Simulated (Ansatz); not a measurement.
`CCO[Si](C)(F)Cl`, relaxed with RKS PBE0-D4/def2-TZVP in Ansatz from a GFN2-xTB geometry. The force threshold is 0.005 eV/Å; the program also tests the step.

Charge 0, multiplicity 1.

Start:

```xyz
15

C     0.298   -1.630   -0.917
C    -1.015   -0.884   -1.085
O    -0.912    0.471   -0.726
Si   -0.562    1.214    0.655
C     1.266    1.300    1.136
F    -1.057    2.699    0.296
Cl   -1.695    0.533    2.173
H     0.576   -1.666    0.134
H     1.086   -1.126   -1.471
H     0.196   -2.645   -1.290
H    -1.796   -1.357   -0.478
H    -1.329   -0.893   -2.133
H     1.630    0.373    1.571
H     1.881    1.523    0.269
H     1.432    2.087    1.865
```

Problem. By how much does the energy fall, and how many steps does the optimiser take? (Estimate.)

Solution. Ansatz gave: 15.87 kJ/mol, in 24 steps.

Problem. Which bonds change most? (Estimate.)

Solution. Computed: Si4–C5 from 1.891 to 1.835 Å; Si4–Cl7 from 2.013 to 2.053 Å; C2–O3 from 1.405 to 1.423 Å; Si4–F6 from 1.606 to 1.593 Å.

Problem. Give the relaxed structure. (Estimate.)

Solution. The calculation gave: 
```xyz
15

C    -0.158   -2.173   -1.047
C    -0.769   -0.798   -1.147
O     0.091    0.166   -0.551
Si   -0.225    1.090    0.734
C     1.291    1.989    1.245
F    -1.390    2.120    0.393
Cl   -0.976   -0.065    2.257
H    -0.048   -2.470   -0.002
H     0.826   -2.189   -1.518
H    -0.795   -2.906   -1.549
H    -1.754   -0.781   -0.667
H    -0.907   -0.507   -2.192
H     2.074    1.284    1.529
H     1.658    2.602    0.419
H     1.082    2.639    2.096
```
